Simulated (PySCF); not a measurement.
CH₄N₂S, charge +1, doublet, at a GFN2-xTB geometry (a state made from the parent by changing its charge; the spin is typed, not shown lowest). Base run: TPSS/def2-SV(P) (PySCF).

The PySCF input:
```python
from pyscf import gto, scf, dft

mol = gto.Mole()
mol.atom = '''
    N     0.86491481   -1.22796321   -0.33922594
    C    -0.08836207   -0.37057482   -0.03232438
    N    -1.33591654   -0.74733422    0.16692536
    S     0.31257611    1.31088860    0.11434575
    H     0.68516658   -2.21924058   -0.43704420
    H     1.81459394   -0.91670919   -0.48759941
    H    -1.62329582   -1.71510657    0.09386029
    H    -2.05049797   -0.07263034    0.40130163
'''
mol.basis = 'def2-sv(p)'
mol.charge = 1
mol.spin = 1
mol.verbose = 5
mol.build()

mf = dft.UKS(mol)
mf.xc = 'tpss'
mf.kernel()
mf.analyze()
```

Each row names what was changed in the base input (with any setting that the change needs).

```tsv
change	E (Eh)	HOMO (eV)	<S^2>	core-seconds (rough)
base	-547.71917	-11.91	0.754	10
functional = revpbe	-547.56264	-11.74	0.753	6
functional = m06l	-547.65402	-12.06	0.755	10
functional = o3lyp	-547.62054	-12.29	0.754	6
functional = wb97m_v	-547.59164	-15.22	0.752	200
functional = mn12l	-547.43616	-12.22	0.757	9
functional = tpssh	-547.69611	-12.41	0.754	10
functional = x3lyp	-547.57822	-12.80	0.753	6
functional = pbe0	-547.36292	-12.84	0.754	10
functional = pbe; dispersion = d3bjm	-547.33503	-11.75	0.753	6
functional = bhandhlyp	-547.58018	-14.04	0.756	8
functional = blyp; dispersion = d3zero	-547.62723	-11.55	0.753	8
functional = wb97x	-547.63188	-15.44	0.754	10
```

Totals shift with the method and basis; they matter in differences.

Open shells are given as the SCF converged; they aren't shown to be the lowest states, and a large step between rows can be another state.
